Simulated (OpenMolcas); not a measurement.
**C4H12Ge (SMILES CC(C)C[GeH3]): methods side by side**

C4H12Ge has 17 atoms, charge 0, and is taken as a singlet. As SMILES, `CC(C)C[GeH3]`. The shape is that of a PBE0-D4/def2-TZVP optimisation. This is one conformer, not always the lowest.

```xyz
17

C    -1.0653    0.0170    1.1524
C     0.3405   -0.1223    0.5863
C     1.0254   -1.3591    1.1528
C     0.3399   -0.1647   -0.9407
Ge   -0.3578    1.4422   -1.8252
H    -1.5527    0.9373    0.8205
H    -1.0492    0.0267    2.2449
H    -1.6932   -0.8222    0.8358
H     0.9197    0.7559    0.9006
H     0.4795   -2.2649    0.8702
H     2.0471   -1.4557    0.7772
H     1.0692   -1.3239    2.2448
H     1.3593   -0.3106   -1.3113
H    -0.2434   -1.0234   -1.2918
H     0.0409    1.4372   -3.3126
H    -1.8929    1.5289   -1.7427
H     0.2329    2.7018   -1.1613
```

Quantity: the dipole moment, in D. The values are calculated.

```tsv
level	kind	program	value (D)	CPU time
HF/6-31G* (spherical functions)	Hartree–Fock	OpenMolcas	0.80	18 s
SVWN5/6-31G* (spherical functions)	LDA	OpenMolcas	0.94	68 s
BLYP/6-31G* (spherical functions)	GGA	OpenMolcas	0.95	87 s
revPBE/6-31G* (spherical functions)	GGA	OpenMolcas	0.96	84 s
r2SCAN/6-31G* (spherical functions)	meta-GGA	OpenMolcas	0.91	98 s
M06-2X/6-31G* (spherical functions)	hybrid meta-GGA	OpenMolcas	0.83	90 s
PBE0/6-31G* (spherical functions)	global hybrid	OpenMolcas	0.89	83 s
```

All-electron rows without a relativistic Hamiltonian named are non-relativistic. The values span 0.80 to 0.96 D. Magnitudes only: a small dipole may point the other way at some levels. Times are those of the runs behind each value, whatever else they computed, on shared processors of several kinds: orders of magnitude only.
